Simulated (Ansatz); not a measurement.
```yaml
crystal:
  periodic: [false, false, false]
  atoms:
    - {symbol: Hf, position_ang: [0.000070, -0.000018, -0.000069]}
    - {symbol: H, position_ang: [0.010219, -0.017394, 1.847307]}
    - {symbol: H, position_ang: [1.738426, 0.010414, -0.625748]}
    - {symbol: H, position_ang: [-0.878265, 1.511978, -0.596453]}
    - {symbol: H, position_ang: [-0.870450, -1.504990, -0.625037]}
basis:
  gaussian: {orbitals: def2-TZVP}
hamiltonian: {xc: {name: HF}}
correlation: {active_space: {window: {electrons: 2, orbitals: 1}}}
scf: {omitted_lower_state_checks: [starts]}
output: {forces: true}
```

```sh
$ ansatz run in.yaml --threads 4 --pin off --events-out ev --progress --plain --max-ram 3916MiB
```

Output, abridged:

```
Functional definition: HF
554 factors; integrals over basis functions are off by at most 1.3e-3 eV
mean field evaluation 1: about -1352.1001 eV, gradient 1.7e1 eV
mean field evaluation 2: about -1352.1027 eV, gradient 1.7e1 eV
mean field evaluation 4: about -1353.3377 eV, gradient 1.2e0 eV
mean field evaluation 8: about -1353.3467 eV, gradient 6.5e-4 eV
mean field -1353.34671343 eV, -49.7345743872 hartree, gradient 4.7e-6 eV, S^2 0.000000; 0 other end points of the search recorded, 0 dependent functions left out
reference -1353.34671343 eV, -49.7345743872 hartree; 8, 8 occupied and 56, 56 virtual orbitals, 554 factors
state -1353.34671343 eV, -49.7345743872 hartree
Total energy: -1353.34671343 eV, -49.7345743872 hartree
Atom 0 at     0.000070    -0.000018    -0.000069 Å, force    -0.000117     0.000007     0.000091 eV/Å
Atom 1 at     0.010219    -0.017394     1.847307 Å, force     0.001764    -0.002360     0.241962 eV/Å
Atom 2 at     1.738426     0.010414    -0.625748 Å, force     0.227219     0.001362    -0.081621 eV/Å
Atom 3 at    -0.878265     1.511978    -0.596453 Å, force    -0.114964     0.197770    -0.078413 eV/Å
Atom 4 at    -0.870450    -1.504990    -0.625037 Å, force    -0.113902    -0.196778    -0.082019 eV/Å
Dipole moment:     0.000118    -0.000026    -0.000116 e Å
Checks for a lower state left out: starts
```

Run time 0.35 s (4 threads of Arm Neoverse V1 on a shared host).

In the def2 sets Hf takes a core potential; there is no spin–orbit coupling.
